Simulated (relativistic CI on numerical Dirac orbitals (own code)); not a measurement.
# Slater and spin-orbit integrals, Dy⁶⁰⁺

Method of calculation: Dirac-Coulomb-Breit CI, KLI orbitals optimised for each configuration, QED by a radiative potential, unscaled Slater integrals (own radial code, finite nucleus).

Slater integrals F^k, G^k are unscaled and averaged over j, outside the closed core 1s2; ζ comes from projecting the Hamiltonian with its Breit term on Σ l·s of the shell.

- 2s²2p²: F^2(2p,2p) = 1.2529e+06, ζ(2p) = 4.637e+06 cm⁻¹; <r>(2p) = 0.07532, <r^2>(2p) = 0.006897 (bohr units).
- 2s2p³: F^2(2p,2p) = 1.2518e+06, G^1(2s,2p) = 1.3372e+06, ζ(2p) = 4.6237e+06 cm⁻¹; <r>(2s) = 0.08587, <r^2>(2s) = 0.008732, <r>(2p) = 0.07538, <r^2>(2p) = 0.00691 (bohr units).
- 2p⁴: F^2(2p,2p) = 1.25e+06, ζ(2p) = 4.6105e+06 cm⁻¹; <r>(2p) = 0.07549, <r^2>(2p) = 0.006929 (bohr units).

Averages of the first 10 configurations, taken without configuration mixing, which lowers the lowest level and can move excited configurations by several eV; other configurations of the list can lie among them:

```tsv
Configuration	Parity	States	Average energy above the lowest level (eV)
2s²2p²	even	15	1138.8
2s2p³	odd	40	1971.6
2p⁴	even	15	2859.2
2p³3s	odd	40	10210.7
2p³3p	even	120	10453.5
2p³3d	odd	200	10648.7
2s²2p3s	odd	12	8558.0
2s²2p3p	even	36	8810.6
2s²2p3d	odd	60	9006.0
2s2p²3s	even	60	9356.7
```
